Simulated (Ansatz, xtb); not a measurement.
Gas-phase reaction in SMILES: [SiH3]C1=[C-]CC=C1 -> [SiH3]C1=CC=[C-]C1
Each molecule is optimised on its own at B3LYP-D3(BJ)/def2-TZVP (Ansatz, an electronic-structure program), one conformer each, not searched for the lowest. Unstable Hartree-Fock reference: [SiH3]C1=[C-]CC=C1.

Quantity: isomerisation energy (electronic energy difference), in kcal/mol. Valence correlation only, unless marked. No spin-orbit coupling. Non-relativistic. Anions need diffuse functions: aug- sets have them; def2-D sets add few; the other sets have none. CBS(X,Y): correlation extrapolated as X^-3; Hartree-Fock from the larger set. [CCSD(T)-MP2]/basis is that difference in the basis named.

| level | program | isomerisation energy (kcal/mol) | minus last row |
|---|---|---|---|
| GFN2-xTB | xtb | -4.0 | -3.5 |
| PBE/def2-TZVPD | Ansatz | -1.9 | -1.4 |
| B97M-V/def2-TZVPD | Ansatz | -1.9 | -1.4 |
| SCS-MP2/STO-3G | Ansatz | 0.4 | 0.9 |
| CCSD/6-31G | Ansatz | 3.4 | 3.9 |
| CCSD(T)/cc-pV(T+d)Z | Ansatz | -0.3 | 0.2 |
| RI-MP2/CBS(aug-cc-pV(T+d)Z,aug-cc-pV(Q+d)Z)+[CCSD(T)-MP2]/aug-cc-pV(T+d)Z | Ansatz | -0.5 | 0.0 |
